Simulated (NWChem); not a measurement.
System: SiN, doublet; SMILES N#[Si]

Results from NWChem. Spin-unrestricted. All runs use the structure optimised with PBE0/def2-SVP, spin-unrestricted. No stability test was run on the SCF state. Level PBE/def2-SVP: energy and gradient on several grids; changes count from the extra-fine grid, which is no exact limit either.

| grid | size of the energy change (μHa) | largest change of a gradient component (μHa/bohr) |
|---|---|---|
| xcoarse | 500 | 2000 |
| coarse | 10 | 200 |
| medium | < 10 | 40 |
| fine | < 10 | < 30 |
| xfine | < 10 | < 30 |
